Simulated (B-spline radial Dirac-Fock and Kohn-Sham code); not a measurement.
**Bi⁴⁺: non-radiative channels of the 2s vacancy**

System: Bi⁴⁺ in the configuration 1s2 2s2 2p6 3s2 3p6 3d10 4s2 4p6 4d10 4f14 5s2 5p6 5d10 6s1.

These are calculated numbers from a B-spline atomic structure program; the model is a relativistic independent-particle model: LDA orbitals of the hole state, radiative multipoles to third order, Auger rates from the Coulomb interaction with a continuum orbital, Dirac-Fock energies. Kinetic energies are configuration averages from the vacuum level; the two-hole energies are estimated from single-hole states.

```
transition  kinetic energy (eV)  width (meV)  share (%)
   L1-L3M4                114.9         3440       26.1
   L1-L2N4                118.2         74.3        0.6
   L1-L2N5                142.4         93.1        0.7
   L1-L3M5                231.7         4360       33.2
   L1-L2N6                432.1          201        1.5
   L1-L2O1                    –         63.3        0.5
   L1-L2N7                437.9          266        2.0
   L1-L3N1               1930.2          252        1.9
   L1-L3N2               2061.6          103        0.8
   L1-L3N3               2195.1          139        1.1
   L1-L3N4               2410.3          440        3.3
   L1-L3N5               2436.4          534        4.1
   L1-L3N6               2724.8          341        2.6
   L1-L3N7               2730.7          420        3.2
   L1-L3O4               2878.1         59.5        0.5
   L1-L3O5               2881.7         70.5        0.5
   L1-M1M1               8249.2         68.9        0.5
   L1-M1M2               8564.7          143        1.1
   L1-M1M3               9087.7          226        1.7
   L1-M1M4               9566.7          174        1.3
   L1-M1M5               9676.2          220        1.7
   L1-M2M5               9975.7         80.1        0.6
   L1-M4M5              10983.5          310        2.4
   L1-M5M5              11094.7         82.3        0.6
```

A dash stands for an energy that rests on an unreliable hole state.

Coster-Kronig rates are the weakest part of this model and often come out 1.5 to 2.5 times too large. The listed channels hold 92 % of the non-radiative rate. Summed by principal shells, of 13.2 eV in all: LLM 59.3 %, LLN 21.8 %, LMM 10.4 %, LMN 4.2 %, LLO 3.0 %, LMO 0.7 %.
